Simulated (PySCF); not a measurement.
Gas-phase reaction: 3 TiCl4 + 2 O3 = 3 TiO2 + 6 Cl2

Method: PySCF energies (xtb for GFN2) plus ideal-gas RRHO corrections (1 bar). Table values come from the NASA 1993 polynomials. After a fit of one offset per element over all species, the range-separated, M06-2X, PBE0/def2-QZVP and CCSD(T)/def2-TZVPP enthalpies, where run, lie to one side of the table for O3 (+19 kJ/mol): a fault of the table's entry, another state or a shared error of the levels is possible; this was not checked at source. † marks an energy on the PBE0/def2-TZVP geometry and frequencies; other levels use their own. CCSD(T) freezes the core. 6-31G* has spherical d functions here. All species are closed-shell singlets. B3LYP is the form with VWN-RPA correlation. CCSD(T) isn't extrapolated to the basis-set limit. Strong static correlation: O3. The table's entry may be an old estimate for TiO2 (not checked at source). Warning, large T1 diagnostic: O3, TiCl4, TiO2 (CCSD(T)/def2-SVP†).

| level | ΔH°(298 K), kJ |
|---|---|
| table | 1089.6 |
| B3LYP/6-31G* | ? |
| B3LYP/def2-TZVP† | 1071.2 |
| CCSD(T)/def2-SVP† | 1207.3 |
| GFN2-xTB | 1534.8 |
| HF/def2-TZVP† | 1159.0 |
| PBE0/def2-QZVP† | 1111.9 |
| PBE0/def2-TZVP | ? |
| r2SCAN/def2-TZVP† | ? |
| ωB97M-V/def2-TZVP† | ? |
| ωB97X-V/def2-TZVP† | 1095.3 |

**Question.** Complete the blanks.

**Answer.** 
- B3LYP/6-31G*, ΔH°(298 K), kJ: 1140.1
- PBE0/def2-TZVP, ΔH°(298 K), kJ: 1128.6
- r2SCAN/def2-TZVP†, ΔH°(298 K), kJ: 1240.0
- ωB97M-V/def2-TZVP†, ΔH°(298 K), kJ: 1081.2
